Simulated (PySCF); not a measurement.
System: CH₃Se, charge -1, multiplicity 1. SMILES of the parent species: C[Se]
Geometry from a B3LYP-D3(BJ)/def2-TZVP (Ansatz) optimisation:
```xyz
5

C     -1.5501     0.0161    -0.0333
Se     0.4446    -0.0046     0.0095
H     -1.9271    -0.5961    -0.8570
H     -1.9249     1.0344    -0.1674
H     -1.9625    -0.3779     0.8995
```
Charge -1, spin multiplicity 1.

Dispersion corrections to the total energy (kcal/mol) from the dftd3 and dftd4 libraries through PySCF: D3(BJ) without and D4 with the three-body term, each with the damping fitted for the functional named.

```json
[
 {"functional": "CAM-B3LYP", "D3(BJ)": "…", "D4": "-1.46"},
 {"functional": "BP86", "D3(BJ)": "-2.54", "D4": "-2.31"},
 {"functional": "PBE0", "D3(BJ)": "-1.33", "D4": "-1.46"},
 {"functional": "B2GP-PLYP", "D3(BJ)": "…", "D4": "-0.71"},
 {"functional": "BLYP", "D3(BJ)": "…", "D4": "-4.08"},
 {"functional": "r2SCAN", "D3(BJ)": "-0.39", "D4": "-0.39"},
 {"functional": "HF", "D3(BJ)": "-14.54", "D4": "-7.12"}
]
```

### Question
Some entries are withheld; supply them.

### Answer

- CAM-B3LYP, D3(BJ): -1.20
- B2GP-PLYP, D3(BJ): -1.17
- BLYP, D3(BJ): -3.48
